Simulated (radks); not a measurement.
Fractional charge and spin in the 5p shell of samarium: the spin-up occupation runs from 2 to 3 and the spin-down occupation from 2 to 3; the fullest corner is Sm, [Kr] 4d10 4f(up 3, down 3) 5s2 6s2 5p(up 3, down 3). Method: scalar-relativistic Kohn-Sham, PBE, spin-polarised, spherical densities, finite nucleus; Fermi nuclear charge, rms radius of each element as measured or else 0.836 A^(1/3) + 0.57 fm; computed with a radial shooting solver on a logarithmic mesh with Libxc functionals. Energy (eV) above the fullest corner. The planes named below are the two flat planes that join the four corners, with an edge along up + down = one added electron.

\begin{tabular}{lrrrrr}
down \ up & 2 & 2.25 & 2.5 & 2.75 & 3 \\ \hline
2 & 67.214 & 56.355 & 46.201 & 36.739 & 27.954 \\
2.25 & 56.355 & 46.256 & 36.847 & 28.113 & 20.037 \\
2.5 & 46.201 & 36.847 & 28.165 & 20.141 & 12.755 \\
2.75 & 36.739 & 28.113 & 20.141 & 12.805 & 6.084 \\
3 & 27.954 & 20.037 & 12.755 & 6.084 & 0.000 \\
\end{tabular}

Corners above the fullest one (they belong to Sm+ and the next ion): (up 3, down 2) 27.954 eV, (up 2, down 3) 27.954 eV, (up 2, down 2) 67.214 eV. With half an added electron in each spin the energy lies 0.211 eV from the planes, and with half an added electron in spin up alone -1.383 eV. The planes are only a guide here: the flat-plane condition holds for ground states with one frontier orbital, while this shell lies below other occupied shells, so the corners above the fullest one are inner-hole states and not the ground states of those ions.
